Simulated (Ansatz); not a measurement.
Cartesian coordinates in Å:
```
C -0.3510 -1.9630 0.1193
C -0.9794 -0.5888 0.0358
N -0.0655 0.4305 -0.4309
C -0.7335 1.7014 -0.5948
Sn 1.8063 0.5140 0.3683
H 0.0969 -2.2441 -0.8365
H -1.1024 -2.7103 0.3821
H 0.4281 -2.0117 0.8875
H -1.4217 -0.3289 1.0160
H -1.8236 -0.6275 -0.6689
H -1.5441 1.6049 -1.3296
H -0.0423 2.4593 -0.9713
H -1.1870 2.0893 0.3340
H 2.4416 1.9903 -0.2027
H 2.7171 -0.8122 -0.1944
H 1.7606 0.4966 2.0862
```

Charge 0, multiplicity 1. Sn takes the def2 core potential.

(1) List the CAM-B3LYP/def2-TZVPP orbital energies in eV (Ansatz). (Best estimate.)

Results:

(1) Ansatz gave: Occupied: -390.88, -279.33, -279.15, -278.53, -140.68, -95.58, -95.55, -95.55, -29.89, -29.77, -29.75, -29.63, -29.62, -26.31, -22.62, -19.86, -18.29, -15.93, -14.51, -14.37, -13.64, -13.09, -12.07, -11.36, -11.27, -10.64, -10.43, -10.09, -7.39. Lowest empty: 0.99, 1.48, 1.89, 1.97, 2.55, 2.89, 3.13, 3.40.
